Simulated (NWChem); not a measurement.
All runs are NWChem calculations. System: SeSn, charge 0, spin multiplicity 1, at a geometry optimised with PBE/def2-SVP with def2 effective core potentials on Sn. The structure started from a generated list of species. Level: G0W0@PBE0/def2-TZVPD with def2 effective core potentials on Sn, RI basis def2-tzvpd-rifit, no spin-orbit coupling.

Output (cleaned and shortened):

```
             Northwest Computational Chemistry Package (NWChem) 7.3.0
             --------------------------------------------------------

                                NWChem Input Module
                                -------------------

 Scaling coordinates for geometry "geometry" by  1.889725989
 (inverse scale =  0.529177249)

 Turning off AUTOSYM since
 SYMMETRY directive was detected!

                             Geometry "geometry" -> ""
                             -------------------------

 Output coordinates in angstroms (scale by  1.889725989 to convert to a.u.)

  No.       Tag          Charge          X              Y              Z
 ---- ---------------- ---------- -------------- -------------- --------------
    1 Sn                  50.0000     0.00000000     0.00000000     0.95938600
    2 Se                  34.0000     0.00000000     0.00000000    -1.41086200

 Effective nuclear repulsion energy (a.u.)     379.5389019628

            Nuclear Dipole moment (a.u.)
            ----------------------------
        X                 Y               Z
 ---------------- ---------------- ----------------
     0.0000000000     0.0000000000    -0.0000151178

      Symmetry information
      --------------------

 Group name             C2v
 Group number             16
 Group order               4
 No. of unique centers     2

      Symmetry unique atoms

     1    2


 Summary of "ao basis" -> "" (spherical)
 ------------------------------------------------------------------------------
       Tag                 Description            Shells   Functions and Types
 ---------------- ------------------------------  ------  ---------------------
 *                         def2-tzvpd                 on all atoms

 Summary of "ri basis" -> "" (spherical)
 ------------------------------------------------------------------------------
       Tag                 Description            Shells   Functions and Types
 ---------------- ------------------------------  ------  ---------------------
 *                      def2-tzvpd-rifit              on all atoms

                                 NWChem DFT Module
                                 -----------------

 Summary of "ao basis" -> "ao basis" (spherical)
 ------------------------------------------------------------------------------
       Tag                 Description            Shells   Functions and Types
 ---------------- ------------------------------  ------  ---------------------
[...]
  ----- ------------  ---------------      ----- ------------  ---------------
     6      0.687071  1 Sn s                  7     -0.483914  1 Sn s
    63      0.442119  2 Se s                 40     -0.414815  1 Sn d  0
    81     -0.408966  2 Se pz                62     -0.386932  2 Se s
    22     -0.322220  1 Sn pz                19     -0.316051  1 Sn pz
    75     -0.253566  2 Se pz                78     -0.238162  2 Se pz

 center of mass
 --------------
 x =   0.00000000 y =   0.00000000 z =   0.01699913

 moments of inertia (a.u.)
 ------------------
         948.448945319353           0.000000000000           0.000000000000
           0.000000000000         948.448945319353           0.000000000000
           0.000000000000           0.000000000000           0.000000000000

     Multipole analysis of the density
     ---------------------------------

     L   x y z        total         alpha         beta         nuclear
     -   - - -        -----         -----         ----         -------
     0   0 0 0     -0.000000    -28.000000    -28.000000     56.000000

     1   1 0 0      0.000000      0.000000      0.000000      0.000000
     1   0 1 0     -0.000000     -0.000000     -0.000000      0.000000
     1   0 0 1      1.313984     26.038673     26.038673    -50.763362

     2   2 0 0    -31.397656    -15.698828    -15.698828      0.000000
     2   1 1 0      0.000000      0.000000      0.000000      0.000000
     2   1 0 1      0.000000      0.000000      0.000000      0.000000
     2   0 2 0    -31.397656    -15.698828    -15.698828      0.000000
     2   0 1 1     -0.000000     -0.000000     -0.000000      0.000000
     2   0 0 2    -32.626778   -173.310494   -173.310494    313.994210

 Task  times  cpu:       40.5s     wall:       40.5s

                                NWChem Input Module
                                -------------------

                                 NWChem GW Module
                                 ----------------

                             ***********************
                             ***        GW       ***
                             ***********************

 Summary of "ri basis" -> "ri basis" (spherical)
 ------------------------------------------------------------------------------
       Tag                 Description            Shells   Functions and Types
 ---------------- ------------------------------  ------  ---------------------
 Sn                     def2-tzvpd-rifit            42      200   10s9p9d7f4g3h
 Se                     def2-tzvpd-rifit            41      175   11s10p9d6f4g1h

                 Memory Information
                 ------------------
          Available GA per process is          1699.9 MBs
          Available stack per process is        700.0 MBs
          Available heap per process is           0.0 MBs

          Peak memory in Initialization
              Peak GA per process is                 10.8 MBs
              Peak stack per process is               0.1 MBs
              Peak heap per process is               11.4 MBs
              Memory not in MA per process            0.0 MBs

          Peak memory in AFF Calculation
              Peak GA per process is                 59.6 MBs
              Peak stack per process is              43.2 MBs
              Peak heap per process is                0.0 MBs
              Memory not in MA per process           43.2 MBs

          Computing 2-center integrals
          Computing Inverse Cholesky factor
          Computing 3-center integrals
          Computing V_xc ...

          Computing Sigma_x
          Computing RPA polarizability
          Solving quasiparticle equations

                  Alpha Orbitals
          State     Energy (eV)     Error (eV)
          -----------------------------------
@GW        25        -13.045           0.003
@GW        26         -8.975           0.004
@GW        27         -8.551           0.004
@GW        28         -8.551           0.003
@GW        29         -0.785           0.004
@GW        30         -0.785           0.004

   Applying  -1.5556 eV scissor-shift to rest of particle states

   Applying   1.8792 eV scissor-shift to rest of hole states

     GW Timing Statistics
   ------------------------
   Init.   :          0.2s
     ERIs  :          1.9s
     Distr.:          0.0s
     Vxc   :          3.2s
   Sigma_x :          0.0s
   RPA     :          3.8s
   Wmn     :          0.1s
   Sigma_c :          0.0s
   GW total:          9.2s

 Task  times  cpu:        9.2s     wall:        9.2s

 Total times  cpu:       49.7s     wall:       49.7s
```

### Question
Write an NWChem input that would produce this output.

### Answer
This is not unique; one that fits is 
```
start mol
memory heap 200 mb stack 700 mb global 1700 mb
geometry units angstroms nocenter noautoz
  Sn     0.000000     0.000000     0.959386
  Se     0.000000     0.000000    -1.410862
  symmetry group C2v
end
basis spherical
  * library def2-tzvpd
end
ecp
  Sn library def2-ecp
end
basis "ri basis" bse spherical
  * library def2-tzvpd-rifit
end
dft
  xc pbe0
  iterations 100
  direct
  tolerances tight
end
task dft energy
gw
  states alpha occ 4 vir 2
end
task dft gw
```
